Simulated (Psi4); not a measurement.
Interaction energy of H3ClSi ··· Li+ (SMILES [SiH3]Cl and [Li+]) (charge +1). Monomers: optimised at B3LYP-D3(BJ) (def2-TZVP), held rigid. Orientation: lowest of the rigid-body minima from ten starts at GFN2-xTB (searched outside a hard wall at short contacts). Only R, the distance of the centres of mass, is varied, so the lowest point isn't the relaxed dimer. The shortest distances reach bonding range, where SAPT0 and rigid monomers are unreliable.

Calculation: SAPT0/jun-cc-pVDZ, all electrons correlated in Psi4.

Components in kcal/mol:

```json
[
 {"R / Å": "3.10", "electrostatics": "-5.20", "exchange": "10.28", "induction": "-18.64", "dispersion": "-0.17", "total": "-13.73"},
 {"R / Å": "3.32", "electrostatics": "-5.72", "exchange": "4.27", "induction": "-14.47", "dispersion": "-0.09", "total": "-16.01"},
 {"R / Å": "3.46", "electrostatics": "-5.81", "exchange": "2.39", "induction": "-12.27", "dispersion": "-0.06", "total": "-15.75"},
 {"R / Å": "3.78", "electrostatics": "-5.76", "exchange": "0.59", "induction": "-8.32", "dispersion": "-0.03", "total": "-13.52"},
 {"R / Å": "4.07", "electrostatics": "-5.55", "exchange": "0.16", "induction": "-5.82", "dispersion": "-0.02", "total": "-11.23"},
 {"R / Å": "4.58", "electrostatics": "-4.92", "exchange": "0.02", "induction": "-3.18", "dispersion": "-0.01", "total": "-8.09"},
 {"R / Å": "5.32", "electrostatics": "-3.89", "exchange": "0.00", "induction": "-1.50", "dispersion": "0.00", "total": "-5.39"},
 {"R / Å": "6.30", "electrostatics": "-2.87", "exchange": "0.00", "induction": "-0.69", "dispersion": "0.00", "total": "-3.56"},
 {"R / Å": "7.58", "electrostatics": "-2.03", "exchange": "0.00", "induction": "-0.31", "dispersion": "0.00", "total": "-2.34"}
]
```
